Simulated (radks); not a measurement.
Task: Mo III, configuration [Ar] 3d10 4s2 4p5.75 4d4 5d0.25 (fractional occupations, a model configuration). All-electron calculation, Dirac Kohn-Sham, exchange-only LDA, spin-unpolarised, spherical densities, finite nucleus; open shells fill j = l - 1/2 first; Fermi nuclear charge, rms radius 4.4091 fm. Program: a radial shooting solver on a logarithmic mesh with Libxc functionals. Some entries of the table are withheld. Estimate them.

orbital,occ.,eigenvalue (eV),<r> (bohr)
1s1/2,2,-19803.55,0.03520
2s1/2,2,-2813.509,0.1536
2p1/2,2,-2591.644,0.1308
2p3/2,4,-2485.275,0.1354
3s1/2,2,-494.3642,0.4296
3p1/2,2,(1),0.4239
3p3/2,4,(2),0.4346
3d3/2,4,-242.3893,0.4136
3d5/2,6,-239.0681,0.4171
4s1/2,2,-83.4197,1.101
4p1/2,2,-59.1616,(3)
4p3/2,3.75,-56.5827,(4)
4d3/2,4,-21.5107,1.703
4d5/2,0,-21.2520,1.718
5s1/2,0,-18.0028,2.910
5p1/2,0,(5),3.466
5p3/2,0,(6),3.539
5d3/2,0.25,-6.9406,5.427
5d5/2,0,-6.9116,5.452

Result: 
(1) 3p1/2 eigenvalue (eV): -409.8832
(2) 3p3/2 eigenvalue (eV): -392.3555
(3) 4p1/2 <r> (bohr): 1.203
(4) 4p3/2 <r> (bohr): 1.233
(5) 5p1/2 eigenvalue (eV): -13.0885
(6) 5p3/2 eigenvalue (eV): -12.7893
